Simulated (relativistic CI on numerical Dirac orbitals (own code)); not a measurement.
## One change at a time: Pd XI

Base calculation: Dirac-Coulomb-Breit CI, KLI orbitals optimised for each configuration, a model potential for QED, unscaled Slater integrals.

CI space (outside the closed core [Ar] 3d10): 4s2 4p6, 4s2 4p5 4d, 4s 4p6 4d, 4s2 4p5 4f, 4s 4p6 4f, 4s2 4p5 5s, 4s2 4p5 5p, 4s2 4p5 5d, 4s 4p6 5s, 4s 4p6 5p, 4s2 4p5 6s, 4s2 4p5 5f, 4s2 4p5 6p, 4s2 4p5 5g, 4s2 4p5 6d, 4s 4p6 5d, 4p6 4d 4f, 4s2 4p5 7s, 4s2 4p5 6f, 4s2 4p5 7p, 4s 4p6 6s, 4s 4p6 5f, 4p6 4d2, 4p5 4d3, 4p5 4d2 4f, 4p5 4d2 5s, 4p5 4d2 5p, 4p6 4f2, 4p5 4d 4f2, 4p5 4f3, 4p5 4f2 5s, 4p5 4f2 5p, 4p6 4d 5s, 4p5 4d 4f 5s, 4p5 4d 5s2, 4p5 4d 5s 5p. Double excitations out of closed p, d and f shells are left out; levels of such configurations are missing from the list, as are those of other unlisted configurations, and high levels can miss mixing partners. These lack a partner that the ground configuration has and come out too high: 4s2 4p5 5d, 4s2 4p5 6s, 4s2 4p5 5f, 4s2 4p5 6p, 4s2 4p5 5g.

Variants: (1) valence Slater integrals scaled by 0.9; (2) QED terms removed; (3) configuration mixing switched off. Shifts of the energy above 4s2 4p6 1S_0, in cm⁻¹, for the lowest level and the first level of each name with at least 55 % of one term (blank where a level changes its place among those of its configuration and J or its character, or is not in the variant):

```
           Level    Base    Δ(1)  Δ(2)    Δ(3)
    4s2 4p6 1S_0       0       0     0       0
4s2 4p5 4d 3P°_0  415336   +3294   +74    -142
4s2 4p5 4d 3P°_1  421354   +3046   +65    -136
4s2 4p5 4d 3P°_2  433487   +2477   +47    -106
4s2 4p5 4d 3F°_4  434557   +2259   +55   +2409
4s2 4p5 4d 3F°_3  437462   +1592   +69   +1960
4s2 4p5 4d 3F°_2  446916    +972   +59   +1276
4s2 4p5 4d 3D°_3  464597    -974   +53     +36
4s2 4p5 4d 3D°_1  480300    -927   +28    -130
4s2 4p5 4d 1P°_1  608209  -13722   +25   +3080
  4s 4p6 4d 3D_1  786581   +4865  +892  +22064
  4s 4p6 4d 3D_2  789923   +4731  +891  +21274
  4s 4p6 4d 3D_3  795441   +4590  +885  +20303
4s2 4p5 5s 3P°_2  840737    +546  -324   +1619
```

At this charge energies of transitions that change n are usually good to better than 1 %, and those within a shell (Δn = 0) to a few per cent.

Ionisation energy from the two ground configurations alone: base 237.36 eV. The NIST ASD value (semi-empirical) is 238.57 eV.

LS names give the leading component of a level, which can be under half, so a name can repeat, a term be missing and a line seem to break the LS rules.
